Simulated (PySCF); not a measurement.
SiFCl₂Br, SMILES F[Si](Cl)(Cl)Br.

Coordinates come from a ωB97X-D3(BJ)/def2-SVP optimisation.

Two levels are set side by side: TDDFT-PBE/def2-SVPD (PySCF) and TDDFT-LC-ωPBE/def2-SVPD (PySCF). Vertical, same geometry. The lowest singlet is HOMO→LUMO 99 % with PBE and HOMO→LUMO 75 % with the other functional; states are paired by order. Differences are taken from unrounded values.

```csv
quantity,TDDFT-LC-ωPBE,TDDFT-PBE,TDDFT-PBE minus TDDFT-LC-ωPBE
lowest singlet excitation (eV),7.38,6.10,-1.27
lowest triplet excitation (TDA) (eV),6.79,5.75,-1.04
```

A lower first singlet is the usual sign of a functional without exact exchange. Differences between two approximate levels are no errors against the true value.

Rough cost on one machine, each run with all the roots and properties that it gave: TDDFT-LC-ωPBE against TDDFT-PBE about 7 times.
